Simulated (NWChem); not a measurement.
# PbF2, singlet; SMILES [F][Pb][F]

Program: NWChem. Low-valent species are run as closed-shell singlets; no triplet was tried in these runs. def2 effective core potentials on Pb; no spin-orbit coupling. Each level has its own optimisation; frequencies are unscaled.

### Question
Among these, which level gives the lowest value of “lowest (cm⁻¹)”?
A. PBE0/def2-SVP
B. LDA (Slater exchange, VWN5)/def2-SVP
C. CAM-B3LYP/def2-SVP

### Answer
B, LDA (Slater exchange, VWN5)/def2-SVP. Values: LDA (Slater exchange, VWN5)/def2-SVP 160; PBE0/def2-SVP 165; CAM-B3LYP/def2-SVP 169
